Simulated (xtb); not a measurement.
H₄NSi (SMILES [NH][SiH3]), doublet, from a rough starting geometry; GFN2-xTB (xtb 6.7.1).

Here is a job for xtb.
```
$ xtb mol.xyz --gfn 2 --uhf 1 --opt vtight --json

# file mol.xyz
6

N      1.13026632    -0.56355794    -0.04222109
Si    -0.43866235     0.13630823    -0.00857111
H      1.99741301    -0.07359979    -0.29998734
H     -0.86402729    -0.13194063     1.50541552
H     -1.24620869    -0.85811325    -0.82357690
H     -0.59738960     1.53241689    -0.35040956
```

It wrote (shortened):

```
   ID    Z sym.   atoms
    1    7 N      1
    2   14 Si     2
    3    1 H      3-6

           -------------------------------------------------
          |                Calculation Setup                |
           -------------------------------------------------

           -------------------------------------------------
          |                 G F N 2 - x T B                 |
           -------------------------------------------------

          ...................................................
          :                      SETUP                      :
          :.................................................:
          :  # basis functions                  18          :
          :  # atomic orbitals                  17          :
          :  # shells                            9          :
          :  # electrons                        13          :
          :  max. iterations                   250          :
          :  Hamiltonian                  GFN2-xTB          :
          :  restarted?                      false          :
          :  GBSA solvation                  false          :
          :  PC potential                    false          :
          :  electronic temp.          300.0000000     K    :
          :  accuracy                    1.0000000          :
          :  -> integral cutoff          0.2500000E+02      :
          :  -> integral neglect         0.1000000E-07      :
          :  -> SCF convergence          0.1000000E-05 Eh   :
          :  -> wf. convergence          0.1000000E-03 e    :
          :  Broyden damping             0.4000000          :
          :  net charge                          0          :
          :  unpaired electrons                  1          :
          ...................................................

 iter      E             dE          RMSdq      gap      omega  full diag
   1     -6.6061497 -0.660615E+01  0.633E+00    4.92       0.0  T
   2     -6.6532939 -0.471442E-01  0.321E+00    5.82       1.0  T
   3     -6.6500358  0.325810E-02  0.166E+00    5.28       1.0  T
   4     -6.6503198 -0.283996E-03  0.151E+00    5.90       1.0  T
   5     -6.6576464 -0.732659E-02  0.464E-01    5.59       1.0  T
   6     -6.6586894 -0.104303E-02  0.253E-01    5.67       1.0  T
   7     -6.6587201 -0.307143E-04  0.160E-01    5.69       1.0  T
   8     -6.6587426 -0.224562E-04  0.682E-02    5.69       1.0  T
   9     -6.6587499 -0.728238E-05  0.310E-02    5.68       1.3  T
  10     -6.6587508 -0.960357E-06  0.259E-02    5.68       1.6  T
  11     -6.6587517 -0.900081E-06  0.451E-03    5.68       9.1  T
  12     -6.6587518 -0.443805E-07  0.293E-03    5.68      13.9  T
  13     -6.6587518 -0.423963E-08  0.163E-03    5.68      25.1  T
  14     -6.6587518 -0.483289E-08  0.261E-04    5.68     156.5  T
  15     -6.6587518 -0.742562E-10  0.126E-04    5.68     324.1  T

   *** convergence criteria satisfied after 15 iterations ***

         :::::::::::::::::::::::::::::::::::::::::::::::::::::
         ::                     SUMMARY                     ::
         :::::::::::::::::::::::::::::::::::::::::::::::::::::
         :: total energy              -6.606734800118 Eh    ::
         :: gradient norm              0.057605181192 Eh/a0 ::
         :: HOMO-LUMO gap              5.679215596040 eV    ::
         ::.................................................::
         :: SCC energy                -6.658751516683 Eh    ::
         :: -> isotropic ES            0.020041531792 Eh    ::
         :: -> anisotropic ES          0.003463177290 Eh    ::
         :: -> anisotropic XC          0.009679355490 Eh    ::
         :: -> dispersion             -0.002097625997 Eh    ::
         :: repulsion energy           0.052016716565 Eh    ::
         :: add. restraining           0.000000000000 Eh    ::
         :: total charge               0.000000000000 e     ::
         :::::::::::::::::::::::::::::::::::::::::::::::::::::

      -----------------------------------------------------------
     |                   =====================                   |
     |                        A N C O P T                        |
     |                   =====================                   |
     |               Approximate Normal Coordinate               |
     |                Rational Function Optimizer                |
      -----------------------------------------------------------
      -----------------------------------------------------------
     |                   =====================                   |
     |                        A N C O P T                        |
     |                   =====================                   |
     |               Approximate Normal Coordinate               |
     |                Rational Function Optimizer                |
      -----------------------------------------------------------

          ...................................................
          :                      SETUP                      :
          :.................................................:
          :   optimization level         verytight          :
          :   max. optcycles                   200          :
          :   ANC micro-cycles                  20          :
          :   degrees of freedom                12          :
          :.................................................:
          :   RF solver                   davidson          :
          :   write xtbopt.log                true          :
          :   linear?                        false          :
          :   energy convergence         0.1000000E-06 Eh   :
          :   grad. convergence          0.2000000E-03 Eh/α :
          :   maxmium RF displ.          1.0000000          :
          :   Hlow (freq-cutoff)         0.1000000E-01      :
          :   Hmax (freq-cutoff)         5.0000000          :
          :   S6 in model hess.         20.0000000          :
[...]
 * total energy  :    -6.6067348 Eh     change       -0.2173728E-10 Eh
 * total energy  :    -6.6121864 Eh     change       -0.5451596E-02 Eh
 * total energy  :    -6.6126100 Eh     change       -0.4236346E-03 Eh
 * total energy  :    -6.6127767 Eh     change       -0.1666197E-03 Eh
 * total energy  :    -6.6127853 Eh     change       -0.8650694E-05 Eh
 * total energy  :    -6.6127906 Eh     change       -0.5301596E-05 Eh
 * total energy  :    -6.6127918 Eh     change       -0.1202110E-05 Eh
 * total energy  :    -6.6127932 Eh     change       -0.1375165E-05 Eh
 * total energy  :    -6.6127936 Eh     change       -0.3987093E-06 Eh
 * total energy  :    -6.6127937 Eh     change       -0.1409537E-06 Eh
 * total energy  :    -6.6127938 Eh     change       -0.5061424E-07 Eh
   *** GEOMETRY OPTIMIZATION CONVERGED AFTER 11 ITERATIONS ***
[...]
          :  accuracy                    1.0000000          :
          :  -> integral cutoff          0.2500000E+02      :
          :  -> integral neglect         0.1000000E-07      :
          :  -> SCF convergence          0.1000000E-05 Eh   :
          :  -> wf. convergence          0.1000000E-03 e    :
          :  Broyden damping             0.4000000          :
          :  net charge                          0          :
          :  unpaired electrons                  1          :
          ...................................................

 iter      E             dE          RMSdq      gap      omega  full diag
   1     -6.6814883 -0.668149E+01  0.887E-05    6.25       0.0  T
   2     -6.6814883  0.376588E-12  0.649E-05    6.25     629.5  T
   3     -6.6814883  0.108269E-11  0.593E-05    6.25     687.9  T

   *** convergence criteria satisfied after 3 iterations ***

         :::::::::::::::::::::::::::::::::::::::::::::::::::::
         ::                     SUMMARY                     ::
         :::::::::::::::::::::::::::::::::::::::::::::::::::::
         :: total energy              -6.612793770762 Eh    ::
         :: gradient norm              0.000027866032 Eh/a0 ::
         :: HOMO-LUMO gap              6.250218769341 eV    ::
         ::.................................................::
         :: SCC energy                -6.681488041398 Eh    ::
         :: -> isotropic ES            0.019038543248 Eh    ::
         :: -> anisotropic ES          0.003568094905 Eh    ::
         :: -> anisotropic XC          0.008099376131 Eh    ::
         :: -> dispersion             -0.002083952493 Eh    ::
         :: repulsion energy           0.068694270635 Eh    ::
         :: add. restraining           0.000000000000 Eh    ::
         :: total charge               0.000000000000 e     ::
         :::::::::::::::::::::::::::::::::::::::::::::::::::::

           -------------------------------------------------
          |                Property Printout                |
           -------------------------------------------------

    * Orbital Energies and Occupations

         #    Occupation            Energy/Eh            Energy/eV
      -------------------------------------------------------------
         1        2.0000           -0.7108179             -19.3423
         2        2.0000           -0.5566002             -15.1459
         3        2.0000           -0.4649808             -12.6528
         4        2.0000           -0.4337449             -11.8028
         5        2.0000           -0.4241961             -11.5430
         6        1.8746           -0.3905317             -10.6269
         7        1.1254           -0.3868410             -10.5265 (HOMO)
         8                         -0.1571497              -4.2763 (LUMO)
         9                         -0.1565710              -4.2605
        10                         -0.1428196              -3.8863
        11                         -0.0363475              -0.9891
        12                         -0.0048832              -0.1329
        13                          0.1480901               4.0297
        14                          0.4514626              12.2849
        15                          0.6583528              17.9147
        16                          0.6663343              18.1319
        17                          0.7204734              19.6051
      -------------------------------------------------------------
                  HL-Gap            0.2296913 Eh            6.2502 eV
             Fermi-level           -0.3303408 Eh           -8.9890 eV

     #   Z          covCN         q      C6AA      α(0)
     1   7 N        1.682    -0.358    29.993     8.091
     2  14 Si       3.568     0.432   100.331    19.270
     3   1 H        0.861     0.158     1.350     1.820
     4   1 H        0.915    -0.062     4.413     3.286
     5   1 H        0.915    -0.063     4.419     3.288
     6   1 H        0.917    -0.107     5.807     3.769

 Mol. C6AA /au·bohr⁶  :        532.901336
 Mol. C8AA /au·bohr⁸  :      18605.912535
 Mol. α(0) /au        :         39.523884

Wiberg/Mayer (AO) data.
largest (>0.10) Wiberg bond orders for each atom

 ---------------------------------------------------------------------------
     #   Z sym  total        # sym  WBO       # sym  WBO       # sym  WBO
 ---------------------------------------------------------------------------
     1   7 N    2.652 --     2 Si   1.447     3 H    0.958     4 H    0.110
                             5 H    0.110
     2  14 Si   3.940 --     1 N    1.447     6 H    0.874     5 H    0.803
                             4 H    0.802
     3   1 H    0.973 --     1 N    0.958
     4   1 H    0.960 --     2 Si   0.802     1 N    0.110
     5   1 H    0.960 --     2 Si   0.803     1 N    0.110
     6   1 H    0.965 --     2 Si   0.874
 ---------------------------------------------------------------------------

Topologies differ in total number of bonds
Writing topology from bond orders to xtbtopo.mol

molecular dipole:
                 x           y           z       tot (Debye)
 q only:       -0.141       0.238      -0.048
   full:       -0.263       0.506      -0.108       1.476
molecular quadrupole (traceless):
                xx          xy          yy          xz          yz          zz
 q only:        1.124       1.159      -1.153      -0.543       0.146       0.029
  q+dip:        1.811       1.846      -1.649      -0.909       0.098      -0.162
   full:        1.644       2.510      -2.068      -0.976       0.305       0.423

optimized geometry written to: xtbopt.xyz

           -------------------------------------------------
          | TOTAL ENERGY               -6.612793770762 Eh   |
          | GRADIENT NORM               0.000027866032 Eh/α |
          | HOMO-LUMO GAP               6.250218769341 eV   |
           -------------------------------------------------

normal termination of xtb
```
